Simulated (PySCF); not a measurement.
Compound: C₄H₃BF₂S.
SMILES: `FB(F)C1=CSC=C1`

The calculation used TDDFT CAM-B3LYP/def2-SVPD, vertical, gas phase, core orbitals frozen in the response (PySCF). Geometry: PBE0-D3(BJ)/def2-SVP; no solvent, vibrations or thermal averaging. Torsions of this conformer, `[F:1][B:2]([F:3])[c:4]1[cH:5][cH:6][s:7][cH:8]1`: F1–B2–C4–C5 180°.

```json
{"state": "S1", "E (eV)": "5.38", "λ (nm)": "230.6", "f": "0.029", "|μ| (D)": "1.19", "symmetry": "A′", "main configurations (H = HOMO, L = LUMO)": "H→L (86%)"}
{"state": "S2", "E (eV)": "5.70", "λ (nm)": "217.4", "f": "0.145", "|μ| (D)": "2.59", "symmetry": "A′", "main configurations (H = HOMO, L = LUMO)": "H-1→L (76%), H→L+2 (12%), H→L (9%)"}
{"state": "S3", "E (eV)": "6.50", "λ (nm)": "190.7", "f": "0.0033", "|μ| (D)": "0.37", "symmetry": "A″", "main configurations (H = HOMO, L = LUMO)": "H→L+3 (54%), H→L+1 (12%), H-1→L+3 (12%)"}
{"state": "S4", "E (eV)": "6.69", "λ (nm)": "185.5", "f": "0.0014", "|μ| (D)": "0.24", "symmetry": "–", "main configurations (H = HOMO, L = LUMO)": "H-1→L+3 (50%), H-1→L+1 (13%), H→L+3 (12%)"}
{"state": "S5", "E (eV)": "6.79", "λ (nm)": "182.6", "f": "0.414", "|μ| (D)": "4.01", "symmetry": "A′", "main configurations (H = HOMO, L = LUMO)": "H→L+2 (58%), H-1→L+2 (26%), H-1→L (10%)"}
{"state": "S6", "E (eV)": "6.89", "λ (nm)": "179.9", "f": "0.0000", "|μ| (D)": "0.04", "symmetry": "–", "main configurations (H = HOMO, L = LUMO)": "H→L+1 (66%), H→L+3 (20%)"}
{"state": "S7", "E (eV)": "7.05", "λ (nm)": "175.8", "f": "0.161", "|μ| (D)": "2.45", "symmetry": "A′", "main configurations (H = HOMO, L = LUMO)": "H-1→L+2 (66%), H→L+2 (26%)"}
{"state": "S8", "E (eV)": "7.22", "λ (nm)": "171.7", "f": "0.0000", "|μ| (D)": "0.02", "symmetry": "–", "main configurations (H = HOMO, L = LUMO)": "H-2→L (68%), H-1→L+1 (18%)"}
{"state": "S9", "E (eV)": "7.30", "λ (nm)": "169.8", "f": "0.0011", "|μ| (D)": "0.20", "symmetry": "–", "main configurations (H = HOMO, L = LUMO)": "H-1→L+1 (46%), H-2→L (25%), H-1→L+3 (14%)"}
{"state": "S10", "E (eV)": "7.58", "λ (nm)": "163.5", "f": "0.0001", "|μ| (D)": "0.06", "symmetry": "–", "main configurations (H = HOMO, L = LUMO)": "H→L+4 (82%)"}
```

Triplets (Tamm–Dancoff): T1 3.64 eV, H→L (82%); T2 4.42 eV, H-1→L (84%), H→L+2 (9%); T3 5.01 eV, H→L+2 (71%), H→L (11%); T4 5.92 eV, H-1→L+2 (90%).

The lowest singlet lies at 5.38 eV (231 nm, ultraviolet) and is weak; its leading configuration is HOMO→LUMO (86%). The most intense listed level is S5 at 6.79 eV (183 nm, f = 0.414), 1.41 eV above S1. Löwdin shares by element: HOMO carbon 86%; LUMO carbon 43% or more, sulfur 20%, boron 14% (atoms not listed hold the other 23%). Weighted by f, the mean energy of these states is 6.58 eV. Orbital energies (eV): HOMO-3 -12.30, HOMO-2 -11.39, HOMO-1 -9.04, HOMO -8.66, LUMO -0.32, LUMO+1 0.92, LUMO+2 1.00. The listed states span 2.21 eV, and the widest gap between neighbours is 0.80 eV (S2 to S3). No computed singlet lies in the visible range (380 to 750 nm); the lowest, at 231 nm, stands 2.11 eV above its violet end (3.26 eV). The vertical ionisation energy (ΔSCF) is 9.40 eV, 1.82 eV above S10. Symmetry labels in Cs follow from the direction of the transition dipole and are given only for states with f of 0.002 or more. Singlets were solved by full linear response, triplets in the Tamm–Dancoff approximation.

Hardware: one thread, Intel Xeon Platinum 8488C (x86_64), no GPU (shared host). Cost: 2.1 min, 1.1 GiB resident at most.
